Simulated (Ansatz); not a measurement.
Reaction (formal exchange of groups at a C–Al bond): `[OH][AlH][CH2]F` + `C=CC=S` → `C=C(C=S)CF` + `[OH][AlH2]`

Isolated molecules relaxed with PBE0-D4/def2-TZVP in Ansatz; ΔE leaves out vibrations. CCSD(T)/CBS adds triple-zeta CCSD(T) − MP2 to the extrapolated MP2 energy (def2 sets, frozen cores). This one scheme is used for every species. Functionals use def2-TZVPP. Each species was taken in one conformer, which may not be the lowest.

```json
{"level": "PBE0", "ΔE (eV)": "-0.01"}
{"level": "MP2/def2-TZVPP", "ΔE (eV)": "-0.10"}
{"level": "HF/def2-QZVPP", "ΔE (eV)": "-0.02"}
{"level": "MP2/CBS(def2)", "ΔE (eV)": "-0.06"}
```

Q: What does CCSD(T)/CBS give? (Best estimate.)

A: Computed: -0.03 eV. The listed levels differ from it by 0.02, -0.07, 0.01, -0.03 eV.

Largest T1 diagnostic among the species: 0.016.

The D4 term adds −0.07 eV with B3LYP and −0.04 eV with PBE0; it sums over pairs of atoms, weighted by their polarisabilities, and B3LYP, whose exchange is more repulsive, gets the larger term. In def2-TZVPP, CCSD(T) changes the Hartree–Fock value by −0.04 eV (the triples alone add −0.02 eV) and MP2 by −0.07 eV. From PBE to PBE0 (25 % exact exchange), in def2-TZVPP and without D4, ΔE moves by −0.04 eV.

B3LYP here is the variant with VWN-RPA as its local correlation; programs differ in this.
